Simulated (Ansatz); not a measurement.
The same molecule with X = V, Nb, Ta. Ansatz, PBE0-D4/def2-TZVP geometries, multiplicity 1. Each molecule was computed in one conformer, which needn't be the lowest.

Elements past krypton have def2 core potentials. Scalar relativity is left out up to krypton.

```json
{"X": "V", "molecule": "`[O]=[V]([OH])([OH])[F]`", "mean X–F bond length / Å": "1.733", "mean X–O bond length / Å": "1.686", "HOMO energy (PBE0/def2-TZVPP) / eV": "-9.95", "size of the dipole moment (PBE/def2-TZVPP) / D": "2.21", "HOMO–LUMO gap (ωB97M-V/def2-TZVPP) / eV": "11.84"}
{"X": "Nb", "molecule": "`[O]=[Nb]([OH])([OH])[F]`", "mean X–F bond length / Å": "1.875", "mean X–O bond length / Å": "1.824", "HOMO energy (PBE0/def2-TZVPP) / eV": "-9.79", "size of the dipole moment (PBE/def2-TZVPP) / D": "2.14", "HOMO–LUMO gap (ωB97M-V/def2-TZVPP) / eV": "12.80"}
```

(1) Give the row for X = Ta, `[O]=[Ta]([OH])([OH])[F]`. (Estimate.)

Results:

(1) Ansatz gave: 
```csv
X,molecule,mean X–F bond length / Å,mean X–O bond length / Å,HOMO energy (PBE0/def2-TZVPP) / eV,size of the dipole moment (PBE/def2-TZVPP) / D,HOMO–LUMO gap (ωB97M-V/def2-TZVPP) / eV
Ta,`[O]=[Ta]([OH])([OH])[F]`,1.885,1.838,-9.53,2.20,12.73
```

From V to Ta the mean X–F bond length rises at each step, by 0.152 Å in all; the mean X–O bond length rises at each step, by 0.152 Å in all; the HOMO energy (PBE0/def2-TZVPP) rises at each step, by 0.42 eV in all; the HOMO–LUMO gap (ωB97M-V/def2-TZVPP) isn't monotonic: highest at Nb, lowest at V. Dipoles are sizes alone, and their direction can turn along the series.
